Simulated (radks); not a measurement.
Sm I, configuration [Xe] 4f4 5d2 6s2 (not the ground configuration). All-electron calculation, Dirac Kohn-Sham, PBE, spin-unpolarised, spherical densities, finite nucleus; open shells are shared between the two j in proportion to 2j + 1; Fermi nuclear charge, rms radius 5.0819 fm. Program: a radial shooting solver on a logarithmic mesh with Libxc functionals.

Spin-orbit splittings of the eigenvalues, e(l+1/2) - e(l-1/2), with zeta = 2 splitting/(2l+1) and mean radii in bohr:

| shell | occ. | splitting (eV) | zeta (eV) | <r> j=l-1/2 | <r> j=l+1/2 |
|---|---|---|---|---|---|
| 2p | 6 | 602.7 | 401.8 | 0.08074 | 0.08736 |
| 3p | 6 | 122.0 | 81.33 | 0.2442 | 0.2570 |
| 3d | 10 | 26.48 | 10.59 | 0.2287 | 0.2327 |
| 4p | 6 | 27.09 | 18.06 | 0.5906 | 0.6188 |
| 4d | 10 | 4.894 | 1.958 | 0.6577 | 0.6675 |
| 4f | 4 | 0.6475 | 0.1850 | 0.8598 | 0.8687 |
| 5p | 6 | 4.043 | 2.695 | 1.518 | 1.604 |
| 5d | 2 | 0.3165 | 0.1266 | 2.528 | 2.601 |
